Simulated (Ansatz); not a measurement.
Y₂F₆. The state is a singlet with charge 0. Geometry PBE0-D4/def2-SVP.

```xyz
8

Y     0.4840   -1.1960    1.1912
Y    -0.4844    1.1967   -1.1904
F    -1.2086   -0.4836    0.0057
F     1.2071    0.4872   -0.0015
F     0.3448   -0.8335    3.1387
F    -1.1955    2.9693   -0.6463
F     1.1928   -2.9668    0.6386
F    -0.3401    0.8267   -3.1361
```

In the def2 sets Y takes a core potential, while STO-3G treats all electrons; there is no spin–orbit coupling. No other spin state of charge 0 was run. The structure comes from a short search, and lower isomers may exist.

Question: Estimate the orbital energies around the gap (eV) in Ansatz with HF/STO-3G, PBE-D4/def2-SVP, PBE-D4/def2-TZVP, BLYP-D4/def2-TZVP, r2SCAN-D4/def2-TZVP.

Answer: 
| orbital | HF/STO-3G | PBE-D4/def2-SVP | PBE-D4/def2-TZVP | BLYP-D4/def2-TZVP | r2SCAN-D4/def2-TZVP |
| --- | --- | --- | --- | --- | --- |
| HOMO−5 | -11.67 | -8.93 | -9.10 | -9.04 | -9.52 |
| HOMO−4 | -11.25 | -8.89 | -9.10 | -9.04 | -9.51 |
| HOMO−3 | -11.22 | -8.89 | -9.09 | -9.04 | -9.51 |
| HOMO−2 | -11.18 | -8.87 | -9.04 | -8.99 | -9.47 |
| HOMO−1 | -10.86 | -8.65 | -8.83 | -8.78 | -9.26 |
| HOMO | -10.66 | -8.63 | -8.83 | -8.78 | -9.26 |
| LUMO | 4.45 | -2.51 | -2.62 | -2.66 | -2.17 |
| LUMO+1 | 5.48 | -1.95 | -2.04 | -2.06 | -1.64 |
| LUMO+2 | 7.51 | -1.02 | -1.17 | -1.11 | -0.87 |
| LUMO+3 | 7.62 | -0.97 | -1.07 | -1.04 | -0.69 |
| LUMO+4 | 7.98 | -0.75 | -0.89 | -0.84 | -0.58 |
| LUMO+5 | 8.13 | -0.58 | -0.71 | -0.68 | -0.35 |
